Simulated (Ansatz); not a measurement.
A made-up structure of BSiH3O2, singlet:

O1  (-1.682, -0.748, -0.952)
B2  (-0.588, -0.368, -0.275)
O3  (0.138, -1.030, 0.656)
Si4  (0.919, 0.510, 0.466)
H5  (1.640, 1.461, -0.304)
H6  (0.905, 1.321, 1.708)
H7  (2.308, 0.394, -0.042)
(Å)

It is relaxed with PBE-D4/def2-SVP and then PBE0-D4/def2-TZVP (Ansatz 0.2.0). Atoms count as bonded within 1.22 times the sum of their covalent radii (H–H: 0.88 Å). The end point is not checked to be a true minimum.

(1) Does its bonding change? (A judgement: the text doesn't fix the answer.)

Answers

(1) By the calculation: Yes. Formed: none; broken: B2–Si4.

Where it ends: The first stage lowers the energy by 5.34 eV in 21 steps. It ends as BSiH₃O₂ ([O][B][O][SiH3]):
```
7
angstrom
O -2.0696 -0.9494 -0.7142
B -0.9255 -0.7134 -0.3888
O 0.3128 -0.4864 -0.0436
Si 1.3613 0.6881 0.4917
H 1.4110 1.7730 -0.5142
H 0.8748 1.1999 1.7929
H 2.6752 0.0283 0.6330
```

Labels in which every atom is bracketed show which atoms are joined, not bond orders.

For scale, one of the runs: PBE0-D4/def2-TZVP relaxation, 148 basis functions, launched by `ansatz run in.yaml --threads 2 --pin off --events-out ev --progress --plain --max-ram 4352MiB`. Hardware: 2 CPU threads of an AMD EPYC 9R45, shared host. Wall time about 18 s.
